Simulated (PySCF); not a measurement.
# Computed records: CH6BNSi

Calculation on a computer-drawn molecule: the log of a Hartree-Fock and frozen-core CCSD(T) single point meant for a local Hartree-Fock minimum, with one planted fault or none, to be diagnosed. Offsets are logged minus clean, where the clean run is the same molecule without the fault. The reference is restricted for singlets and unrestricted otherwise, and also for a bond in bohr or an excited solution. Adding or removing an electron swaps singlet and doublet. The excited solution moves the top pair (singlet) or top alpha electron (doublet) to the lowest empty orbital. Highest occupied and lowest empty are orbital energies over both spins, largest force is the largest gradient component, triples share is (T) over the correlation energy, the T1 limit is 0.02 restricted and 0.045 unrestricted, electrons count all cores, a negative frequency is imaginary (commonest isotopes), and the dipole is about the centre of nuclear charge. Program: PySCF 2.14.0.

```xyz
10
formula=CH6BNSi meant_charge=0 meant_multiplicity=1 meant_basis=cc-pV(D+d)Z logged_electrons=39 logged_basis_functions=95 logged_SCF_converged=yes logged_spin_squared=0.7726 logged_highest_occupied=0.072697 logged_lowest_empty=7.5602 logged_largest_force=0.034235 logged_T1_diagnostic=0.019586 logged_D1_diagnostic=0.097872 logged_triples_share=0.033115 logged_CC_converged=yes logged_dipole_magnitude=4.8043 logged_SCF_stable_within_its_kind=yes logged_energy_HF=-409.3564 logged_energy_CCSD(T)=-409.93149 possible_faults=no_fault,one_electron_removed,one_electron_added,multiplicity_raised_by_two,geometry_at_a_saddle_point,SCF_held_on_an_excited_solution,minimal_basis_STO-3G,one_bond_length_entered_in_bohr,all_coordinates_scaled planted_fault=one_electron_added HF_energy_offset_from_clean_run=20.82 CCSD(T)_energy_offset_from_clean_run=9.219
B     -1.8357    -1.2155    -0.4977
C     -1.5182     0.3154    -0.4047
Si     0.1588     0.6217     0.3822
N      0.5416     1.1262     1.8197
H     -1.3251    -1.8892    -1.3512
H     -2.5560    -1.7446     0.3024
H     -2.2563     0.8757     0.1733
H     -1.4154     0.7502    -1.4073
H      1.2521     0.3298    -0.5560
H     -0.1188     1.3526     2.5400
```

Units: logged_highest_occupied, logged_lowest_empty in eV; logged_largest_force in hartree/bohr; logged_dipole_magnitude in debye; logged_energy_HF, logged_energy_CCSD(T) in hartree; HF_energy_offset_from_clean_run, CCSD(T)_energy_offset_from_clean_run in kcal/mol.

Drawn bonds:
| atom | other atom | order |
| --- | --- | --- |
| 1 | 2 | 1 |
| 2 | 3 | 1 |
| 3 | 4 | 2 |
| 1 | 5 | 1 |
| 1 | 6 | 1 |
| 2 | 7 | 1 |
| 2 | 8 | 1 |
| 3 | 9 | 1 |
| 4 | 10 | 1 |

Notes: highest electron not bound in this basis.
